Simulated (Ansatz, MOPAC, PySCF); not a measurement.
Complex: GeH4 (SMILES [GeH4]) (first 5 atoms) with GeH4 (SMILES [GeH4]); geometry from B3LYP-D3(BJ)/def2-TZVP, rigid monomers moved along the line of their centres of mass till Ge1···Ge6 is 5.78 Å.
(charge 0, multiplicity 1):
```xyz
10

Ge     0.127    -0.066     0.389
H      0.507     0.362    -1.036
H      1.208    -0.999     0.952
H     -1.222    -0.798     0.364
H      0.016     1.179     1.283
Ge    -0.228     0.118     6.159
H      1.246     0.303     5.774
H     -0.880    -0.895     5.205
H     -0.961     1.463     6.053
H     -0.322    -0.406     7.600
```

Monomers are frozen at their geometry in the pair; levels with a basis set take the counterpoise correction.

The state reached by PM7 isn't checked; PM7 holds dispersion and hydrogen-bond terms.

Run with Ansatz (an electronic-structure program) with Gaussian orbitals; MOPAC for PM7 (differences of heats of formation); PySCF for the dispersion terms. Each number belongs to the level named beside it.

Problem. What is the computed interaction energy (PM7)?

Solution. -5 meV

Problem. What is the computed interaction energy (PBE-D3(BJ)/def2-TZVPPD)?

Solution. -13 meV

Problem. What interaction energy does r2SCAN-D4/def2-TZVPPD give?

Solution. -9 meV
